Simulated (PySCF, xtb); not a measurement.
SiCl3I, SMILES Cl[Si](Cl)(Cl)I.

GFN2-xTB run with xtb at its own geometry gives an orbital gap of 5.87 eV and a dipole moment of 4.70 D.

Coordinates come from a PBE0-D3(BJ)/def2-SVP optimisation. The def2 effective core potentials stand for the cores of I; spin–orbit coupling is left out.

What does PBE/def2-TZVP (PySCF) give? (Estimate from the structure and the level; the computed values follow.)

gap 4.63 eV (levels -7.09 and -2.46 eV), dipole 0.51 D.
